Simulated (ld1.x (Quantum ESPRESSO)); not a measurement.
**LDA (PZ) PAW dataset for Li (Z = 3), non-relativistic all-electron reference.**

```json
{
 "Element": "Li",
 "Generator": "ld1.x (Quantum ESPRESSO) 7.5",
 "Type": "PAW",
 "Functional": "LDA (PZ)",
 "Relativity": "non-relativistic",
 "Frozen core": "[He]",
 "Valence charge": "1",
 "Reference configuration": "2s0.75 2p0.25",
 "Partial waves": "2s (bound): rcut 2.25, rcutus 2.80 bohr; 2s channel at 2.5 Ry: rcut 2.25, rcutus 2.80 bohr; 2p (bound): rcut 3.90, rcutus 4.70 bohr; 2p channel at 1.05 Ry: rcut 3.90, rcutus 4.70 bohr",
 "Local potential": "all-electron potential smoothed inside 3.40 bohr (lloc = -1)",
 "Core correction": "Bessel-smoothed model core inside 2.15 bohr",
 "Augmentation charge": "PSQ, inside the norm-conserving radii"
}
```

Results:

```
Cutoffs needed                            : 6 Ry and 6 Ry (the cutoffs (Ry, on a coarse ladder) from which the occupation-weighted sum of valence levels, in a spherical-Bessel basis at the reference potential, stays within 10 and 1 mRy of its value at 400 Ry)
Ghost test                                : no extra level below or beside the all-electron valence levels (s, p, d, f tested) (spherical-Bessel basis up to 400 Ry, 20 bohr box)
Configuration tests                       : test run stopped at test 1 of 5 (negative rho)
Lowest eigenvalue of the overlap operator : 0.81 (p channel)
Density cutoff estimated by the generator : 45 Ry
```

Generation and tests took about 2 s on one core of a shared server CPU.
